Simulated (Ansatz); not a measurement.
Input file for Ansatz (a program for electronic structure): U-CCSD(T)/cc-pVTZ on H4 chain, a point of a bond scan (R = 3.000 Å).

Ansatz 0.2 input:
```yaml
crystal:
  periodic: [false, false, false]
  atoms:
    - {symbol: H, position_ang: [0.00000000, 0.00000000, 0.00000000]}
    - {symbol: H, position_ang: [0.00000000, 0.00000000, 3.00000000]}
    - {symbol: H, position_ang: [0.00000000, 0.00000000, 6.00000000]}
    - {symbol: H, position_ang: [0.00000000, 0.00000000, 9.00000000]}
basis:
  gaussian:
    orbitals: cc-pVTZ
correlation: {method: ccsd_t, electrons: outside_noble_gas}
scf: {omitted_lower_state_checks: [cluster_reference]}
magnetization: {spin_polarized: true, initial_magnetization: 0}
```

The head of its log:

```
Functional definition: HF
[...]
these checks for a lower state are left out or cut short: cluster_reference
integrals: 0.03 GiB planned
263 factors; integrals over basis functions are off by at most 7.7e-4 eV
mean field: 0.06 GiB planned
mean field evaluation 1: about -45.1187 eV, gradient 1.8e0 eV
mean field evaluation 2: about -45.1164 eV, gradient 1.8e0 eV
mean field evaluation 4: about -45.2992 eV, gradient 4.9e-1 eV
mean field evaluation 8: about -45.3119 eV, gradient 6.2e-3 eV
mean field evaluation 16: about -46.0976 eV, gradient 5.1e0 eV
mean field evaluation 32: about -54.3940 eV, gradient 2.1e-3 eV
mean field evaluation 64: about -54.3939 eV, gradient 9.3e-2 eV
mean field -54.41442560 eV, -1.9996932575 hartree, gradient 2.2e-6 eV, S^2 1.984472; 6 other end points of the search recorded, 0 dependent functions left out
reference -54.41442560 eV, -1.9996932575 hartree; 2, 2 occupied and 54, 54 virtual orbitals, 263 factors
```

Q: What total energy does the run end on?

A: -2.0013 hartree (reference determinant -1.9997, T1 diagnostic 0.032). Its determinant has ⟨S²⟩ = 1.98, a mixture of spin states.
